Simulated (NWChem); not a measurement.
Species: GaF, singlet; SMILES [F][Ga]

```xyz
2

Ga     0.0000     0.0000    -0.3948
F      0.0000     0.0000     1.3843
```
Atoms are numbered in this order, from 1.

Results from NWChem. Low-valent species are run as closed-shell singlets; no triplet was tried in these runs. Structure relaxed at the PBE0/def2-SVP level. GIAO values for the isolated, static molecule; σ is the absolute isotropic shielding, δ = σ(reference) − σ with the isolated reference molecule computed at the same levels (19F: trichlorofluoromethane).

For level PBE0/x2c-TZVPall-s, scalar ZORA without spin-orbit coupling:

δ F2 (ppm): 48.2

Question: How do the values read with level PBE0/x2c-SVPall-s, scalar ZORA without spin-orbit coupling instead?

Answer: The δ F2 (ppm) is 55.9.
